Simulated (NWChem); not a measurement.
System: SiHSBr, singlet; SMILES Br[Si]S

```xyz
4

Si     1.0650    -0.6290     0.0000
Br    -0.1729     1.2638     0.0000
S     -0.5690    -2.0203     0.0000
H      0.2452    -3.1029     0.0000
```
Atoms are numbered in this order, from 1.

Program: NWChem. Low-valent species are run as closed-shell singlets; no triplet was tried in these runs. Geometry: optimised at PBE0/def2-SVP.

**Question.** Taking Hartree-Fock/cc-pVQZ as the yardstick, which of these has the fewest basis functions while keeping “dipole (D)” within 0.2 D of it: Hartree-Fock/aug-cc-pVDZ; Hartree-Fock/cc-pVTZ; Hartree-Fock/aug-cc-pVTZ; Hartree-Fock/cc-pVDZ?

**Answer.** Hartree-Fock/aug-cc-pVDZ.
```tsv
level	basis functions	dipole (D)
Hartree-Fock/cc-pVDZ	68	2.25
Hartree-Fock/aug-cc-pVDZ	99	2.05
Hartree-Fock/cc-pVTZ	125	2.05
Hartree-Fock/aug-cc-pVTZ	182	1.98
Hartree-Fock/cc-pVQZ	216	1.99
```

The yardstick is one finite set, not the basis-set limit.
